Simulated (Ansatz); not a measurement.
Triphenylsulfonium tris(triflyl)methide (C₂₂H₁₅F₉O₆S₄) was relaxed with PBE-D4 (def2-SVP) in Ansatz in these states: charge -1 doublet, neutral singlet. The geometries follow in no particular order.

Single mean-field runs in def2-SVP are fitted with def2-universal-jkfit.

A:

Cartesian coordinates in Å:
```
O 2.809 3.399 -0.892
S 1.719 2.465 -1.223
O 0.630 2.220 -0.235
C 2.414 0.976 -1.792
S 1.353 -0.322 -2.212
O 0.010 0.292 -2.451
O 1.445 -1.525 -1.339
C 1.850 -0.956 -3.966
F 2.540 -0.030 -4.630
F 0.690 -1.186 -4.605
F 2.532 -2.091 -3.891
S 4.128 0.690 -1.765
O 4.917 1.861 -2.174
O 4.323 -0.652 -2.361
C 4.571 0.447 0.076
F 4.227 -0.797 0.469
F 3.921 1.328 0.853
F 5.887 0.603 0.232
C 0.824 3.248 -2.746
F 1.183 4.535 -2.800
F 1.182 2.639 -3.878
F -0.505 3.173 -2.593
C 1.562 -0.074 4.199
C 2.126 -0.507 2.988
C 1.353 -0.538 1.820
C 0.008 -0.142 1.902
S -0.864 -0.172 0.333
C -1.431 -1.871 0.180
C -1.637 -2.304 -1.140
C -2.082 -3.618 -1.346
C -2.290 -4.475 -0.254
C -2.050 -4.029 1.056
C -1.614 -2.716 1.285
C -2.383 0.753 0.622
C -3.537 0.154 1.156
C -4.683 0.944 1.326
C -4.669 2.300 0.960
C -3.509 2.874 0.416
C -2.351 2.103 0.233
C -0.576 0.303 3.096
C 0.219 0.331 4.252
H 2.179 -0.042 5.110
H 3.182 -0.807 2.935
H 1.779 -0.867 0.859
H -1.419 -1.629 -1.981
H -2.247 -3.977 -2.373
H -2.630 -5.508 -0.425
H -2.195 -4.709 1.908
H -1.404 -2.360 2.304
H -3.548 -0.912 1.424
H -5.596 0.491 1.741
H -5.575 2.911 1.091
H -3.501 3.932 0.117
H -1.429 2.526 -0.193
H -1.623 0.636 3.123
H -0.217 0.681 5.200
```

B:

```xyz
56

O    -2.6857    3.4607   -0.6284
S    -1.5483    2.6423   -1.0945
O    -1.6896    1.1728   -1.2111
C    -0.1270    3.1335   -0.2178
S     1.3672    2.3042   -0.5133
O     1.2166    1.5994   -1.8158
O     1.9337    1.6068    0.6646
C     2.6684    3.6693   -0.9241
F     2.0885    4.8233   -1.2720
F     3.3800    3.2141   -1.9731
F     3.5020    3.8673    0.0964
S    -0.2078    4.2242    1.1259
O    -1.1799    5.3169    0.9471
O     1.1900    4.4941    1.5420
C    -0.9236    3.1792    2.5539
F     0.0523    2.4705    3.1359
F    -1.8650    2.3412    2.0970
F    -1.4741    3.9959    3.4690
C    -1.2359    3.2219   -2.9083
F    -2.3588    3.8189   -3.3435
F    -0.2277    4.1013   -2.9772
F    -0.9698    2.1811   -3.7062
C    -2.1795   -0.4895    3.7158
C    -0.7751   -0.5007    3.7304
C    -0.0554   -0.6908    2.5425
C    -0.7583   -0.8970    1.3458
S     0.1740   -0.9487   -0.2220
C     1.6479   -1.8402    0.2496
C     2.8506   -1.3819   -0.3502
C     4.0005   -2.1665   -0.2761
C     3.9741   -3.4300    0.3653
C     2.7752   -3.8845    0.9446
C     1.6117   -3.1078    0.8957
C    -0.8810   -1.9575   -1.2564
C    -1.2862   -3.2700   -0.8874
C    -1.8225   -4.1192   -1.8627
C    -1.9668   -3.6902   -3.1949
C    -1.5659   -2.3788   -3.5501
C    -1.0133   -1.5203   -2.6001
C    -2.1603   -0.8433    1.3061
C    -2.8667   -0.6519    2.5011
H    -2.7401   -0.3285    4.6496
H    -0.2297   -0.3433    4.6742
H     1.0449   -0.6710    2.5302
H     2.8573   -0.4012   -0.8484
H     4.9389   -1.7898   -0.7131
H     4.8819   -4.0508    0.4085
H     2.7489   -4.8613    1.4555
H     0.6915   -3.4488    1.3930
H    -1.2182   -3.5971    0.1605
H    -2.1453   -5.1334   -1.5747
H    -2.3888   -4.3672   -3.9532
H    -1.6995   -2.0232   -4.5843
H    -0.7032   -0.4979   -2.8618
H    -2.6795   -0.9410    0.3412
H    -3.9678   -0.6153    2.4792
```

Q: Judge from the bond lengths which geometry belongs to which state (an estimate).

A: A is the neutral singlet (C26–S27 1.796 Å, C28–C33 1.403 Å, C34–C35 1.405 Å); B is the charge -1 doublet (C26–S27 1.825 Å, C28–C33 1.423 Å, C34–C35 1.422 Å).

At PBE-D4/def2-SVP the highest occupied level of the relaxed charge -1 doublet lies above zero (up to 0.10 eV). By energy differences its removal costs 1.46 eV (each at its own geometry, to the charge 0 singlet, at PBE-D4/def2-SVP); self-interaction error and the lack of diffuse functions both raise the level.
